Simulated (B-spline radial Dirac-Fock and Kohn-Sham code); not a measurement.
**Magnetic form factor of the 4f shell of Ho**

System: the Ho atom in the configuration [Xe] 4f9 5d2 6s2 (an excited configuration).

Input file task.json (cfg lists n, l and occupation; rrms is the nuclear radius in fm):

```json
{"items": [{
  "Z": 67,
  "q": 0,
  "cfg": [[1, 0, 2], [2, 0, 2], [2, 1, 6], [3, 0, 2], [3, 1, 6], [3, 2, 10], [4, 0, 2], [4, 1, 6], [4, 2, 10], [4, 3, 9], [5, 0, 2], [5, 1, 6], [5, 2, 2], [6, 0, 2]],
  "A": 165,
  "rrms": 5.2022,
  "do": ["scatter"],
  "s": [0.0, 0.1, 0.11, 0.14, 0.17, 0.2, 0.24, 0.29, 0.35, 0.42, 0.5, 0.6, 0.72, 0.87, 1.05, 1.26, 1.51, 1.82, 2.19, 2.63, 3.17, 3.81, 4.58],
  "pz": [0, 0.1, 0.15, 0.22, 0.32, 0.47, 0.69, 1.0, 1.5, 2.2, 3.2, 4.7, 6.9, 10.0, 15.0, 22.0, 32.0, 47.0, 69.0, 100.0, 150.0],
  "hv_scatter": [1000, 8047.8, 10000, 17479.3, 20000, 30000, 500000, 1000000]
}]}
```

Run with: `python xray_run.py task.json out`

The computed values come from an atomic code on a B-spline grid: configuration-average Dirac-Fock orbitals. ⟨j_K⟩ is the integral of the 4f radial density with the spherical Bessel function j_K(4πsr), s = sin θ/λ.

```tsv
s (Å⁻¹)	⟨j0⟩	⟨j2⟩	⟨j4⟩	⟨j6⟩
0	1.0000	0.0000	0.0000	0.0000
0.1	0.9514	0.0191	0.0002	0.0000
0.11	0.9416	0.0229	0.0003	0.0000
0.14	0.9079	0.0358	0.0008	0.0000
0.17	0.8683	0.0504	0.0016	0.0000
0.2	0.8241	0.0663	0.0029	0.0001
0.24	0.7602	0.0882	0.0053	0.0003
0.29	0.6757	0.1151	0.0098	0.0008
0.35	0.5737	0.1440	0.0172	0.0018
0.42	0.4608	0.1707	0.0278	0.0039
0.5	0.3464	0.1904	0.0414	0.0075
0.6	0.2299	0.1996	0.0584	0.0136
0.72	0.1282	0.1931	0.0757	0.0225
0.87	0.0487	0.1691	0.0900	0.0341
1.05	0.0006	0.1318	0.0959	0.0459
1.26	-0.0194	0.0908	0.0914	0.0547
1.51	-0.0212	0.0537	0.0774	0.0581
```

Radial moments of the shell: ⟨r²⟩ = 0.6834, ⟨r⁴⟩ = 1.126, ⟨r⁶⟩ = 4.000 in powers of bohr.
